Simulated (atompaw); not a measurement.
# What one change does to a pseudopotential (Ni, PAW (atompaw))

```
Element                 : nickel
Generator               : atompaw 4.2.0.5
Type                    : PAW
Functional              : PBE
Relativity              : scalar-relativistic
Frozen core             : [Ar]
Valence charge          : 10
Reference configuration : 3d8 4s2 4p0
Partial waves           : 4s (bound): rc 2.00 bohr; 4s channel at 0.25 Ry: rc 3.00 bohr; 4p (bound, empty): rc 3.00 bohr; 4p channel at 0.4 Ry: rc 3.00 bohr; 3d (bound): rc 0.95 bohr; 3d channel at -0.3 Ry: rc 0.95 bohr; 4f channel at 0.4 Ry: rc 3.00 bohr; 4f channel at 1 Ry: rc 3.00 bohr
Local potential         : vpsmatchnc scheme with l = 4 at 0.5 Ry, radius 2.10 bohr
Core correction         : smooth core density matched at 2.30 bohr
Augmentation charge     : besselshape compensation charge, radius 2.80 bohr; PAW radius 3.00 bohr; waves and projectors: custom polynom gramschmidtortho
```

Change: all radii scaled by about 1.19 (s 2.38, p 3.56, d 1.12, f 3.56 bohr); local potential vpsmatchnc scheme with l = 4 at 0.5 Ry, radius 2.50 bohr; augmentation besselshape compensation charge, radius 3.32 bohr; PAW radius 3.56 bohr; waves and projectors: custom polynom gramschmidtortho; core correction smooth core density matched at 2.72 bohr.

Cutoffs: the cutoffs (Ry, on a coarse ladder) from which the occupation-weighted sum of valence levels, in a spherical-Bessel basis at the reference potential, stays within 10 and 1 mRy of its value at 400 Ry; they do not see the model core or the augmentation charge, which bear on the density cutoff.

**Question.** What does the change do?

**Answer.** The potential gets softer (160 Ry and 260 Ry → 120 Ry and 200 Ry); the bound ghost in s disappears. A larger radius leaves more room for a smooth pseudo-wave, so fewer plane waves are needed.

```csv
quantity,base,changed
"cutoff, loose",160 Ry,120 Ry
"cutoff, tight",260 Ry,200 Ry
loose cutoff by channel (10 mRy a level),"s 6 Ry, d 100 Ry","s 6 Ry, d 70 Ry"
bound ghosts,s,none
lowest overlap eigenvalue by channel,"s 0.01, p 0.45, d 0.96, f 0.99","s 0.08, p 0.82, d 0.97, f 0.99"
```

 A true bound ghost makes a file unfit for plane-wave use even where its test errors are small: the radial tests pick states by their node count and pass the ghost by. The cutoffs see the waves, projectors and local potential, not the compensation charge or the core.
